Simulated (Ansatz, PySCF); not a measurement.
Dimer: H2O (SMILES O) (first 3 atoms) with CHN (SMILES C#N); geometry from B3LYP-D3(BJ)/def2-TZVP, rigid monomers moved along the line of their centres of mass till O1···H6 is 1.81 Å.
(charge 0, multiplicity 1):
```xyz
6

O     -0.083    -0.078    -0.103
H      0.709    -0.232    -0.628
H     -0.828    -0.231    -0.694
C     -0.209    -0.250     2.774
N     -0.258    -0.337     3.917
H     -0.163    -0.172     1.701
```

Counterpoise-corrected where a basis set is named; no monomer relaxation.

Frozen-core correlation. CBS(a, b) extrapolates the correlation energy as X⁻³ and adds the Hartree–Fock energy of set b.

Codes used: Ansatz (a program for electronic structure); PySCF for the dispersion terms. Each number belongs to the level named beside it.

PBE/def2-TZVPPD gives -4.11 kcal/mol for the interaction energy.

### Question
Predict the shift from PBE, with its sign, for: PBE-D3(BJ)/def2-TZVPPD, r2SCAN/def2-TZVPPD, PBE0/def2-TZVPPD, wB97M-V/def2-TZVPPD, MP2/CBS(aug-cc-pVDZ, aug-cc-pVTZ), CCSD(T)/CBS(aug-cc-pVDZ, aug-cc-pVTZ).

### Answer
PBE-D3(BJ)/def2-TZVPPD -0.50; r2SCAN/def2-TZVPPD -0.12; PBE0/def2-TZVPPD -0.38; wB97M-V/def2-TZVPPD -0.31; MP2/CBS(aug-cc-pVDZ, aug-cc-pVTZ) -0.08; CCSD(T)/CBS(aug-cc-pVDZ, aug-cc-pVTZ) -0.11 kcal/mol. 0 of 6 lie above PBE; the widest gap is to PBE-D3(BJ)/def2-TZVPPD.
